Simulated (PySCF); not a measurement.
**Shapes and spin states of [RhO2]+**

Method: B3LYP/[Rh def2-TZVP with ECP28, O def2-TZVP], scalar-relativistic core potentials, density fitting, no spin–orbit coupling, PySCF.

Relaxations began from a few typed shapes and spin states; open shells are unrestricted. The search is not exhaustive: other isomers or separated fragments can lie lower, and high-lying points may rest on an excited occupation.

Question: Order these stationary points by electronic energy, lowest first, in kJ/mol from the lowest minimum.
A. quintet Cs: O–O 1.205 Å, Rh–O 2.212 Å; O–O–Rh 149.9°
B. triplet C2v: O–O 1.252 Å, Rh–O 1.984 Å (×2); O–O–Rh 71.6° (×2), O–Rh–O 36.8°

Answer: A (0.0), B (4.4).

Question: Which of them are minima?

Answer: By energy in kJ/mol, 0.0: minimum; 4.4: minimum.

For the lowest minimum: other spin states or occupations of the open shell can lie lower.
